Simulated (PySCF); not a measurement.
Input file for PySCF: D3(BJ) and D4 dispersion corrections on H2O3Si (SMILES O=[Si](O)O).

```python
from pyscf import gto
from pyscf.dispersion import dftd3, dftd4

mol = gto.M(
    atom='''
    Si   -0.00000000    0.26757574   -0.00000000
    O    -0.00000000    1.78294173   -0.00000000
    O     1.27448975   -0.72756759   -0.00000000
    O    -1.27448975   -0.72756759   -0.00000000
    H     2.13638503   -0.29759114    0.00000000
    H    -2.13638503   -0.29759114    0.00000000
    ''',
    basis='def2-svp',
    charge=0, spin=0, verbose=0, max_memory=1800)
d3, d4 = {}, {}
for xc in ['hf', 'pbe', 'blyp', 'revpbe', 'tpss', 'r2scan', 'b3lyp', 'pbe0', 'bhlyp', 'camb3lyp', 'b2plyp']:
    d3[xc] = float(dftd3.DFTD3Dispersion(mol, xc=xc, version='d3bj', atm=False).get_dispersion()['energy'])
    print(f'D3(BJ) {xc:10s} {d3[xc]:14.8f} Eh')
for xc in ['hf', 'pbe', 'blyp', 'revpbe', 'tpss', 'r2scan', 'b3lyp', 'pbe0', 'bhlyp', 'camb3lyp', 'b2plyp']:
    d4[xc] = float(dftd4.DFTD4Dispersion(mol, xc={'camb3lyp': 'cam-b3lyp'}.get(xc, xc), atm=True).get_dispersion()['energy'])
    print(f'D4     {xc:10s} {d4[xc]:14.8f} Eh')
```

Output:

```
D3(BJ) hf            -0.03352917 Eh
D3(BJ) pbe           -0.00351186 Eh
D3(BJ) blyp          -0.00778348 Eh
D3(BJ) revpbe        -0.00893922 Eh
D3(BJ) tpss          -0.00445222 Eh
D3(BJ) r2scan        -0.00091162 Eh
D3(BJ) b3lyp         -0.00638810 Eh
D3(BJ) pbe0          -0.00303984 Eh
D3(BJ) bhlyp         -0.00517562 Eh
D3(BJ) camb3lyp      -0.00277274 Eh
D3(BJ) b2plyp        -0.00302030 Eh
D4     hf            -0.01449826 Eh
D4     pbe           -0.00383316 Eh
D4     blyp          -0.00867195 Eh
D4     revpbe        -0.01227990 Eh
D4     tpss          -0.00519073 Eh
D4     r2scan        -0.00086884 Eh
D4     b3lyp         -0.00624738 Eh
D4     pbe0          -0.00317952 Eh
D4     bhlyp         -0.00466047 Eh
D4     camb3lyp      -0.00319562 Eh
D4     b2plyp        -0.00264298 Eh
```

The run finished.

Cost: about 0.04 core-seconds (a rough figure).
